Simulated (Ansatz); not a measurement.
Geometry optimisation, Ansatz 0.2.0, RHF/def2-SVP.

The input (input.yaml):

```yaml
crystal:
  periodic: [false, false, false]
  atoms:
    - { symbol: B, position_ang: [0.038728, -0.52183, -0.499636] }
    - { symbol: Cl, position_ang: [-0.11736, 0.078817, 2.511262] }
    - { symbol: Cl, position_ang: [1.545884, 0.334675, -0.745102] }
    - { symbol: Cl, position_ang: [-1.50169, 0.171052, -1.028532] }
    - { symbol: O, position_ang: [0.087261, -1.787764, 0.016784] }
    - { symbol: H, position_ang: [-0.753528, -2.218888, 0.066738] }
    - { symbol: H, position_ang: [0.350204, -1.085662, 2.099186] }
basis:
  gaussian: { orbitals: def2-SVP }
hamiltonian:
  xc: hf
relax:
  f_tol: 0.03
  max_steps: 50
```

Run as:

```bash
$ ansatz run input.yaml --threads 1 --pin off --max-ram 2048MiB --backend cpu --events-out ev --progress --plain --runs-dir out
```

Question: Where does it end, and by what steps?

Answer: The forces met the threshold. The force dipped under the threshold on the way, but the program's further checks kept it going. After 35 steps the energy has fallen by 0.213 eV; Cl4 moved furthest, 1.69 Å.

| step | energy less start (eV) | largest force component (eV/Å) | accepted |
| --- | --- | --- | --- |
| 0 | 0.0000 | 1.358 | yes |
| 2 | -0.1393 | 0.908 | yes |
| 4 | -0.1912 | 0.111 | yes |
| 6 | -0.1945 | 0.148 | yes |
| 8 | -0.1957 | 0.022 | yes |
| 10 | -0.1960 | 0.050 | yes |
| 12 | -0.1964 | 0.039 | yes |
| 14 | -0.1969 | 0.056 | yes |
| 16 | -0.1976 | 0.101 | yes |
| 18 | -0.1975 | 0.170 | no |
| 20 | -0.2001 | 0.104 | yes |
| 22 | -0.2019 | 0.188 | yes |
| 24 | -0.2054 | 0.195 | yes |
| 26 | -0.2085 | 0.109 | yes |
| 28 | -0.2088 | 0.063 | yes |
| 30 | -0.2098 | 0.211 | yes |
| 32 | -0.2118 | 0.004 | yes |
| 34 | -0.2123 | 0.052 | yes |
| 35 | -0.2126 | 0.011 | yes |

```xyz
7
Properties=species:S:1:pos:R:3
B -0.058 -0.472 -0.883
Cl 0.490 -0.905 3.660
Cl 1.334 0.596 -0.930
Cl -1.006 -0.774 -2.344
O -0.384 -1.049 0.274
H -1.142 -1.616 0.252
H 0.414 -0.810 2.391
```

Whether the end is a true minimum wasn't checked by a vibrational analysis.

Run time: 94 s on 1 thread of Intel(R) Xeon(R) Platinum 8175M CPU @ 2.50GHz (Skylake/Cascade Lake), with other jobs on the host, peak memory 0.2 GiB.
